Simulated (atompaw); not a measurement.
**What one change does to a pseudopotential (thallium, PAW (atompaw))**

```json
{
 "Element": "thallium (Tl)",
 "Generator": "atompaw 4.2.0.5",
 "Type": "PAW",
 "Functional": "PBEsol",
 "Relativity": "scalar-relativistic",
 "Frozen core": "[Xe] 4f14",
 "Valence charge": "13",
 "Reference configuration": "5d10 6s2 6p1",
 "Partial waves": "6s (bound): rc 3.00 bohr; 6s channel at 1.85 Ry: rc 1.95 bohr; 6p (bound): rc 3.00 bohr; 6p channel at 0.35 Ry: rc 3.00 bohr; 5d (bound): rc 3.00 bohr; 5d channel at 0.1 Ry: rc 3.00 bohr; 5f channel at 0.4 Ry: rc 3.00 bohr; 5f channel at 2.6 Ry: rc 3.00 bohr",
 "Local potential": "troulliermartins scheme with l = 4 at 0 Ry, radius 2.20 bohr",
 "Core correction": "smooth core density matched at 1.85 bohr",
 "Augmentation charge": "sinc compensation charge, radius 2.45 bohr; PAW radius 3.00 bohr; waves and projectors: custom rrkj gramschmidtortho"
}
```

Change: all radii scaled by about 1.15 (s 3.44, p 3.44, d 3.44, f 3.44 bohr); local potential troulliermartins scheme with l = 4 at 0 Ry, radius 2.52 bohr; augmentation sinc compensation charge, radius 2.80 bohr; PAW radius 3.44 bohr; waves and projectors: custom rrkj gramschmidtortho; core correction smooth core density matched at 2.12 bohr.

Cutoffs: the cutoffs (Ry, on a coarse ladder) from which the occupation-weighted sum of valence levels, in a spherical-Bessel basis at the reference potential, stays within 10 and 1 mRy of its value at 400 Ry; they do not see the model core or the augmentation charge, which bear on the density cutoff.

Task: What does the change do?

Result: The potential gets softer (12 Ry and 18 Ry → 8 Ry and 12 Ry); the bound ghosts move from s to f. A larger radius leaves more room for a smooth pseudo-wave, so fewer plane waves are needed.

```tsv
quantity	base	changed
cutoff, loose	12 Ry	8 Ry
cutoff, tight	18 Ry	12 Ry
loose cutoff by channel (10 mRy a level)	s 6 Ry, p 6 Ry, d 10 Ry	s 6 Ry, p 6 Ry, d 8 Ry
bound ghosts	s	f
lowest overlap eigenvalue by channel	s 0.22, p 0.42, d 0.81, f 0.88	s 0.52, p 0.49, d 0.82, f 0.49
```

 A true bound ghost makes a file unfit for plane-wave use even where its test errors are small: the radial tests pick states by their node count and pass the ghost by. The cutoffs see the waves, projectors and local potential, not the compensation charge or the core.
